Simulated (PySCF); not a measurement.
# Reading the logs of faulty runs: C2H7NSi

Calculated results; nothing here was measured. The program is PySCF 2.14.0, an open-source quantum chemistry code, run on an isolated molecule that a program drew, which may never have been made. The molecule is C2H7NSi (charge 0, singlet), drawn as the SMILES string `CCN[SiH]`.

Each row is a Hartree-Fock (HF) and frozen-core CCSD(T) single point in the cc-pV(D+d)Z basis, meant for a local HF minimum. Run 1 is clean. Each other run has one planted mistake out of seven kinds, and not every kind appears here: one electron removed, one electron added, multiplicity raised by two, geometry at a saddle point, minimal basis STO-3G, one bond length entered in bohr, all coordinates scaled. The reference is restricted for singlets and unrestricted otherwise, and also for a bond in bohr. Adding or removing an electron swaps singlet and doublet. Electrons count all cores. HOMO and LUMO are orbital energies over both spins, the gradient is its largest component, and the lowest frequency (negative if imaginary) is given only where the gradient is small. Bond lengths are over the 10 bonds as drawn. T1 is the CCSD diagnostic: over 0.02 (restricted) or 0.045 (unrestricted) a single reference is doubtful.

Geometry of the clean run:
```xyz
11
C2H7NSi, angstrom
C    -0.9663   -1.0744    0.5503
C     0.3031   -1.6809    1.1355
N     1.4980   -0.9149    0.8078
Si    2.5984   -0.0328    1.7610
H    -0.9076   -1.0123   -0.5400
H    -1.8362   -1.6852    0.8043
H    -1.1271   -0.0659    0.9372
H     0.2257   -1.7310    2.2208
H     0.4173   -2.7084    0.7756
H     1.6810   -0.9133   -0.1808
H     1.9277   -0.3146    3.0986
```

```
run,electrons,basis functions,<S^2>,HOMO (eV),LUMO (eV),gradient (hartree/bohr),lowest frequency (cm^-1),mean bond (Å),longest bond (Å),T1,HF (hartree),CCSD(T) (hartree),mistake
1,40,100,0.000,-8.56,1.96,1.4e-05,81,1.2673,1.702,0.0145,-423.18357,-423.80488,no fault
2,40,100,2.006,-6.59,0.57,3.7e-02,-,1.2673,1.702,0.0145,-423.11858,-423.71181,multiplicity raised by two
3,41,100,0.772,0.47,8.64,4.8e-02,-,1.2673,1.702,0.0137,-423.13828,-423.76254,?
4,40,100,0.000,-8.83,1.61,5.2e-02,-,1.3522,1.816,0.0178,-423.14333,-423.78151,?
```

**Which mistake was planted in run 3, and what did it cost?**

It counts 41 electrons, one more than the clean run, at the same geometry and basis. So the mistake is: one electron added. Subtracting run 1 and multiplying by 627.51 kcal/mol a hartree, the energy moved by 28.4 kcal/mol in HF and 26.6 kcal/mol in CCSD(T).

**Which mistake was planted in run 4, and what did it cost?**

The mean and the longest bond both change by the same factor, 1.067, and the gradient is no longer small. So the mistake is: all coordinates scaled. Subtracting run 1 and multiplying by 627.51 kcal/mol a hartree, the energy moved by 25.3 kcal/mol in HF and 14.7 kcal/mol in CCSD(T).

Cautions from the logs. Run 3: the HOMO is above zero, so the electron isn't bound and the energy depends on the basis.
